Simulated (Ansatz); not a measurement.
V3⁺, relaxed as a triplet with UKS PBE0-D4/def2-TZVP in Ansatz, starting from the PBE0-D4/def2-TZVP geometry of the charge +1 singlet. Force threshold 0.02 eV/Å.

The charge 1 triplet is spin-contaminated (final ⟨S²⟩ up to 3.99, 2.00 for a pure state). At PBE0-D4/def2-TZVP a quintet of charge 1 lies 0.86 eV below the triplet, each at its own geometry. The structure comes from a short search, and lower isomers may exist.

Start:

```xyz
3

V     1.2956   -0.2947    0.2971
V    -0.7127   -0.5842   -0.6110
V    -0.5830    0.8789    0.3139
```

(1) Estimate the energy that the relaxation releases and the steps that it takes.

(2) Does the start keep its bonding?

(3) Predict the relaxed structure.

## Answers

(1) 77.1 kJ/mol, in 9 steps; 26 s on 4 threads of Intel Xeon 6975P-C on a shared host. The force fell under the threshold at step 8, but the optimiser went on. No frequencies were taken in this run, so the end may be a saddle point.

(2) By distances, no bond broke or formed. The bond that changes most is V1–V2, from 2.22 to 2.78 Å (atoms count from 1).

(3) 
```xyz
3

V     1.6740   -0.3752    0.3872
V    -0.9050   -0.5276   -0.6474
V    -0.7690    0.9028    0.2602
```
Bond lengths (bridged metal pairs left out): 3 × V–V 1.70 to 2.78 Å.
